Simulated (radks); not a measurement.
Results of a calculation; reference values are marked as such.
How relativity changes the ionisation of neutral cerium ([Xe] 4f1 5d1 6s2) to Ce+ ([Xe] 4f1 5d2). Spin-unpolarised spherical Kohn-Sham, PBE, point nucleus unless stated (finite: rms radius 4.8771 fm), a radial shooting solver on a logarithmic mesh with Libxc functionals. A level marked "c x" has the speed of light scaled by that factor and shares open shells by 2j + 1; other Dirac levels either fill j = l - 1/2 first or share by 2j + 1.

level	E(Ce) (hartree)	E(Ce+) (hartree)	IE (eV)	HOMO	<r> HOMO (bohr)
non-rel.	-8569.2152	-8569.0303	5.033	6s	4.547
scalar-rel.	-8860.4565	-8860.2273	6.238	5d	2.952
scalar-rel., finite nucleus	-8860.0377	-8859.8085	6.237	5d	2.952
Dirac, 2j+1 shares	-8865.1833	-8864.9539	6.241	5d5/2	2.984
Dirac, low j first	-8865.1947	-8864.9699	6.116	5d3/2	2.919
Dirac, 2j+1 shares, finite nucleus	-8864.7626	-8864.5333	6.240	5d5/2	2.984
Dirac, c x 0.85	-8994.9901	-8994.7414	6.767	5d5/2	3.061
Dirac, c x 1.5	-8694.1232	-8693.9194	5.545	5d5/2	2.883
Dirac, c x 5	-8580.0698	-8579.8832	5.078	6s1/2	4.540

NIST Atomic Spectra Database: 5.539 eV (measured). The relativistic part of the total energy of Ce is -295.5 hartree (Dirac, 2j+1 shares, finite nucleus), 3.4 % of the non-relativistic value. Spin polarisation and multiplet splitting of open shells are left out at every level.

Beside tabulated values, note that relativity, absent from the non-relativistic runs, is large for the heavy elements, and spin-unpolarised runs miss the spin-polarisation part of the exchange energy of open shells.
